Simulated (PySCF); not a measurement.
PySCF input for 1,2,4-triazole cation (C2H3N3), SMILES [nH]1cncn1 (connectivity only; charge and spin as stated), charge +1, multiplicity 2, SMD-M06-2X/6-31G*. The structure is a stationary point at PBE0-D3(BJ)/def2-SVP. The multiplicity is an assumed one; other spin states were not compared.

```python
import numpy as np
from pyscf import gto, scf, dft
from pyscf.solvent import smd

mol = gto.M(
    atom='''
    C     0.07605857    1.19706802    0.00000000
    N     1.07973122    0.30664206    0.00000000
    C     0.63848290   -0.94804529    0.00000000
    N    -0.67494627   -0.82954699    0.00000000
    N    -1.01353526    0.46881707    0.00000000
    H     0.13635931    2.28549306    0.00000000
    H     1.24285133   -1.85645215    0.00000000
    H    -1.40520726   -1.54456229    0.00000000
    ''',
    basis='6-31G*',
    charge=1,
    spin=1,
    max_memory=1600,
    verbose=3,
)
mf = dft.UKS(mol, xc='m06-2x').density_fit(auxbasis='def2-universal-jkfit')
mf.grids.level = 4
mf.conv_tol = 1e-9
mf.max_cycle = 100
mf.kernel()
fine, coarse = mf.grids, dft.Grids(mol).set(level=1).build(with_non0tab=True)
for _ in range(3):  # follow internal instabilities
    mf.grids = coarse
    mo, _, stable, _ = mf.stability(return_status=True, nroots=4)
    mf.grids = fine
    if stable:
        break
    mf.kernel(mf.make_rdm1(mo, mf.mo_occ))
res = {}
for name in ['water', 'N,N-dimethylformamide', 'ethylethanoate']:
    s = mf.SMD()
    s.with_solvent.solvent, s.with_solvent.sasa_ng = name, 302
    s.kernel(mf.make_rdm1())
    res[name] = (s.e_tot, s.with_solvent.get_cds(), s.dip_moment(), s.mo_energy, s.converged)
    print(f'SMD {name}: dG(solv) = {(s.e_tot - mf.e_tot) * 627.509474:.3f} kcal/mol, of which CDS {res[name][1] * 627.509474:.3f}')
```

Log of the run:

```

WARN: HOMO -0.278266989545761 >= LUMO -0.27826698954576

converged SCF energy = -241.749602317944  <S^2> = 0.76478631  2S+1 = 2.0147321
<class 'pyscf.df.df_jk.DFUKS'> wavefunction has an internal instability
converged SCF energy = -241.772756923223  <S^2> = 0.75738252  2S+1 = 2.0073689
<class 'pyscf.df.df_jk.DFUKS'> wavefunction is stable in the internal stability analysis
converged SCF energy = -241.88185977137  <S^2> = 0.75658272  2S+1 = 2.0065719

WARN: System has nonzero charge 1; the dipole moment is origin-dependent.
Location of origin: [0. 0. 0.]

Dipole moment(X, Y, Z, Debye):  1.21060, -2.59691, -0.00001
SMD water: dG(solv) = -68.463 kcal/mol, of which CDS 1.034
converged SCF energy = -241.88584323472  <S^2> = 0.75659844  2S+1 = 2.0065876

WARN: System has nonzero charge 1; the dipole moment is origin-dependent.
Location of origin: [0. 0. 0.]

Dipole moment(X, Y, Z, Debye):  1.19441, -2.58174, -0.00000
SMD N,N-dimethylformamide: dG(solv) = -70.963 kcal/mol, of which CDS -2.504
converged SCF energy = -241.870690526995  <S^2> = 0.75674659  2S+1 = 2.0067353

WARN: System has nonzero charge 1; the dipole moment is origin-dependent.
Location of origin: [0. 0. 0.]

Dipole moment(X, Y, Z, Debye):  1.05207, -2.44604, -0.00000
SMD ethylethanoate: dG(solv) = -61.454 kcal/mol, of which CDS -3.222
```

The calculation finished and met its thresholds.
